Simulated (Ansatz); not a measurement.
# Energy profile

The step: ZnSiH₄O ([OH][Zn][SiH3]) + H₂ → ZnH₂O ([OH][ZnH]) + SiH₄; bonds formed: Zn1–H5, Si2–H4; bonds broken: Zn1–Si2, H4–H5 (atoms numbered as in the saddle structure below).

```json
{"atom": "Zn1", "x (Å)": "-1.1469", "y (Å)": "0.2613", "z (Å)": "-0.3769"}
{"atom": "Si2", "x (Å)": "1.2615", "y (Å)": "-0.1083", "z (Å)": "0.5591"}
{"atom": "O3", "x (Å)": "-2.0869", "y (Å)": "-0.6595", "z (Å)": "-1.5743"}
{"atom": "H4", "x (Å)": "-0.3005", "y (Å)": "1.0723", "z (Å)": "0.6858"}
{"atom": "H5", "x (Å)": "-1.3756", "y (Å)": "1.6401", "z (Å)": "0.5835"}
{"atom": "H6", "x (Å)": "1.2264", "y (Å)": "-1.4718", "z (Å)": "1.1575"}
{"atom": "H7", "x (Å)": "1.9038", "y (Å)": "0.8006", "z (Å)": "1.5510"}
{"atom": "H8", "x (Å)": "2.1235", "y (Å)": "-0.1252", "z (Å)": "-0.6561"}
{"atom": "H9", "x (Å)": "-1.6055", "y (Å)": "-1.4095", "z (Å)": "-1.9294"}
```

Electronic energies by CCSD(T) at an estimated basis limit (MP2 extrapolated from triple and quadruple zeta, plus CCSD(T) − MP2 in triple zeta), on PBE0-D4/def2-TZVP structures; ZnSiH$_{6}$O, closed shell; no counterpoise correction. Program: Ansatz 0.2.0. Basis: def2-TZVPP and def2-QZVPP. Cores are frozen in the correlated methods. The 3s and 3p shells of Cu and Zn are frozen; filled d shells are correlated. Extrapolation: Hartree–Fock as exp(−7.88 √X), correlation as X^−2.97.

Problem. Give the profile in kcal/mol, counted from the separated reactants. (An estimate is asked for; the value comes from the calculation.)

Solution. By the calculation:
```json
{"point": "separated: ZnSiH$_{4}$O (linked as [OH][Zn][SiH3]; Zn1, Si2, O3, H6, H7, H8, H9; singlet) + H$_{2}$ (H4, H5; singlet)", "kcal/mol": "0.00"}
{"point": "start structure", "kcal/mol": "-1.26"}
{"point": "saddle", "kcal/mol": "49.83"}
{"point": "end structure", "kcal/mol": "-0.78"}
{"point": "separated: ZnH$_{2}$O (linked as [OH][ZnH]; Zn1, O3, H5, H9; singlet) + SiH$_{4}$ (Si2, H4, H6, H7, H8; singlet)", "kcal/mol": "2.69"}
```

No T1 diagnostic of these runs exceeds 0.018.

For scale, one of the runs: CCSD(T)/def2-TZVPP, 221 basis functions, launched by `ansatz run in.yaml --threads 4 --pin off --events-out ev --progress --plain --max-ram 9574MiB`. Hardware: 4 CPU threads of an Arm Neoverse V1, shared host. Wall time 86 s; peak host memory 3.3 GiB.
